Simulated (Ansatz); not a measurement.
PBE exchange is replaced step by step with exact exchange (0 % is PBE, 25 % PBE0; no dispersion term), basis def2-SVP, Ansatz. System: the cluster Li₇Sn₂ (the lowest doublet isomer of a short search). The state is a doublet with charge 0. Geometry: B3LYP-D4/def2-SVP, each spin state at its own.

The relaxed quartet has other bonds than the doublet, so its gap is one between isomers.

Geometry of the doublet:

Cartesian coordinates in Å:
```
Li -2.5340 0.9255 -1.1310
Li 0.8533 -2.7954 0.1356
Li 0.1296 -0.3919 -1.5251
Li 2.3580 2.0258 -0.3472
Li 0.9796 1.7024 2.3911
Li -2.1566 -2.4121 -1.2970
Li -1.0626 -0.6431 0.9428
Sn -0.3063 1.9198 0.0354
Sn 1.7390 -0.3310 0.7953
```

In the def2 sets Sn takes a core potential; there is no spin–orbit coupling. Another isomer (doublet) lies 0.02 eV lower at r2SCAN-D4/def2-TZVP.

HOMO and LUMO are taken over both spins.

| exact exchange (%) | HOMO (eV) | LUMO (eV) | gap (eV) | ⟨S²⟩ | quartet − doublet (kJ/mol) |
| --- | --- | --- | --- | --- | --- |
| 10 | -3.04 | -2.08 | 0.96 | 0.757 | 72.9 |
| 15 | -3.16 | -1.95 | 1.21 | 0.758 | 72.7 |
| 40 | -3.78 | -1.31 | 2.47 | 0.763 | 71.1 |
